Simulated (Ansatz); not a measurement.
ClF$_{2}$HOSW (`[OH][W]([F])([F])(=[S])[Cl]`). Total charge 0; spin multiplicity 1. Correlated methods include outer-core shells of W, which these sets cover unevenly. W: def2 effective core potential.

```xyz
7

O     0.4321    0.5250    1.3779
W     0.0012   -0.1024   -0.3148
F     1.3017    1.1813   -0.8829
F     1.1248   -1.2617   -1.2036
S    -1.3642   -1.6265    0.3032
Cl   -1.5026    1.1570   -1.4236
H     0.0071    0.1272    2.1437
```

**Question.** Give the diagnostics of a CCSD(T)/def2-TZVPP run (frozen core, the Gaussian-basis code of Ansatz). (Estimate.)

**Answer.** Ansatz gave: T1 = 0.0221, largest single amplitude 0.059, largest double 0.070, (T) share of the correlation energy 5.1 %, 15 CCSD cycles. The RHF solution is unstable towards an unrestricted one. T1 lies over the customary mark of 0.02 for closed shells; compounds of d metals often pass it without a breakdown.
